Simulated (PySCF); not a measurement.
In(Me)3 (C3H9In), SMILES [CH3][In]([CH3])[CH3].

The structure is a stationary point at ωB97X-D3(BJ)/def2-SVP. The isomer is the one that the SMILES or the coordinates give; other isomers of the formula were not compared. The def2 effective core potentials stand for the cores of In; spin–orbit coupling is left out.

Level of theory: ωB97X-D3(BJ)/def2-SVP in PySCF.

Frequencies are harmonic and unscaled.

A small imaginary wavenumber (i) marks a very flat motion, where grid noise or a shallow saddle decides the sign.

Computed harmonic wavenumbers and intensities:
```tsv
mode	ν (cm⁻¹)	IR (km/mol)	Raman (Å⁴/amu)	depolarisation	moving atoms (share of kinetic energy)
1	15i	0.0	0.1	0.75	H 99 %
2	8i	0.0	0.2	0.75	H 97 %
3	9	0.0	0.3	0.75	H 96 %
4	119	5.6	3.3	0.75	C 56 %, H 32 %, In 11 %
5	120	5.7	3.1	0.75	C 56 %, H 33 %, In 11 %
6	127	3.8	0.0	–	C 44 %, H 30 %, In 26 %
7	493	0.2	53.4	0.08	C 80 %, H 20 %
8	518	47.0	8.6	0.75	C 65 %, H 20 %, In 15 %
9	519	49.7	8.5	0.75	C 65 %, H 20 %, In 16 %
10	611	2.6	0.8	0.65	H 87 %, C 13 %
11	618	2.8	0.6	0.65	H 86 %, C 13 %
12	644	0.3	0.3	0.13	H 87 %, C 13 %
13	717	81.4	0.4	0.06	H 79 %, C 19 %
14	739	87.7	2.6	0.72	H 80 %, C 19 %
15	741	81.2	3.1	0.75	H 80 %, C 19 %
16	1208	7.2	2.1	0.75	H 81 %, C 19 %
17	1208	6.7	2.0	0.75	H 81 %, C 19 %
18	1214	0.3	16.2	0.04	H 83 %, C 17 %
19	1440	0.1	2.1	0.75	H 95 %
20	1443	0.6	18.2	0.75	H 95 %
21	1444	0.4	20.3	0.75	H 95 %
22	1446	0.1	7.1	0.75	H 95 %
23	1448	0.1	4.6	0.75	H 95 %
24	1453	5.1	6.6	0.75	H 95 %
25	3063	20.2	1.7	0.38	H 97 %
26	3064	20.8	6.2	0.06	H 97 %
27	3065	0.6	398.8	0.00	H 97 %
28	3160	0.5	158.0	0.75	H 91 %, C 9 %
29	3160	0.7	84.1	0.75	H 91 %, C 9 %
30	3160	28.3	62.0	0.71	H 91 %, C 9 %
31	3180	2.4	41.5	0.74	H 90 %, C 10 %
32	3180	12.7	124.6	0.75	H 90 %, C 10 %
33	3180	13.1	142.5	0.75	H 90 %, C 10 %
```
